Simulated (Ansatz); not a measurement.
Reaction (isomerisation): `C=C(Cl)BOC` → `C=CB(Cl)CO`

Computed with Ansatz on PBE0-D4/def2-TZVP structures; ΔE is electronic, products minus reactants. CCSD(T)/CBS adds triple-zeta CCSD(T) − MP2 to the extrapolated MP2 energy (def2 sets, frozen cores). DFT in def2-TZVPP. B3LYP here is the variant with VWN-RPA as its local correlation; programs differ in this. One conformer a species, not always the lowest.

```
             level  ΔE (kcal/mol)  difference from CCSD(T)/CBS
            PBE-D4            0.4                          0.7
         r2SCAN-D4            0.1                          0.4
           PBE0-D4           -0.8                         -0.5
          B3LYP-D4            1.4                          1.7
            B2PLYP            1.2                          1.5
             B3LYP            1.9                          2.2
     HF/def2-TZVPP            0.7                          1.0
CCSD(T)/def2-TZVPP           -0.1                          0.2
     HF/def2-QZVPP            1.1                          1.4
     MP2/CBS(def2)           -0.7                         -0.4
       CCSD(T)/CBS           -0.3                            0
```

Largest T1 diagnostic among the species: 0.013.

In def2-TZVPP, CCSD(T) changes the Hartree–Fock value by −0.8 kcal/mol (the triples alone add +0.3 kcal/mol) and MP2 by −1.2 kcal/mol. From PBE to PBE0 (25 % exact exchange), in def2-TZVPP and without D4, ΔE moves by −1.2 kcal/mol.
